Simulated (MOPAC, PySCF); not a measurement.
CH3B2N, SMILES `B=NB=C` (B–N–B–C torsion 3°), neutral singlet in the gas phase. 

Cartesian coordinates (Å):
```xyz
7

B      2.1812    -0.0657    -0.3297
N      0.9724    -0.0295     0.0013
B     -0.3349     0.0099     0.3609
C     -1.6718     0.0503     0.7292
H      3.3095    -0.0995    -0.6386
H     -1.9860     0.3100     1.7337
H     -2.4703    -0.1755     0.0317
```
Charge 0, spin multiplicity 1.

All levels are single points at this geometry (PBE0-D3(BJ)/def2-TZVP); Pople sets use spherical d functions. Orbital energies aren't observables, and empty levels follow the basis.

HF/6-31G* in PySCF gives HOMO (eV) = -7.67.

**Question.** Estimate the HOMO (eV) from each of these levels: PBE0-D3(BJ)/def2-TZVP in PySCF; ωB97X-D3(BJ)/def2-TZVP in PySCF; B3LYP/6-31G* in PySCF; PBE/6-31G* in PySCF; SVWN5/6-31G* in PySCF; HF/3-21G in PySCF; AM1 in MOPAC; PM7 in MOPAC.

**Answer.** 
| level | HOMO (eV) |
|---|---|
| PBE0-D3(BJ)/def2-TZVP in PySCF | -5.87 |
| ωB97X-D3(BJ)/def2-TZVP in PySCF | -8.10 |
| B3LYP/6-31G* in PySCF | -5.25 |
| PBE/6-31G* in PySCF | -4.51 |
| SVWN5/6-31G* in PySCF | -4.65 |
| HF/3-21G in PySCF | -7.74 |
| AM1 in MOPAC | -7.69 |
| PM7 in MOPAC | -8.77 |
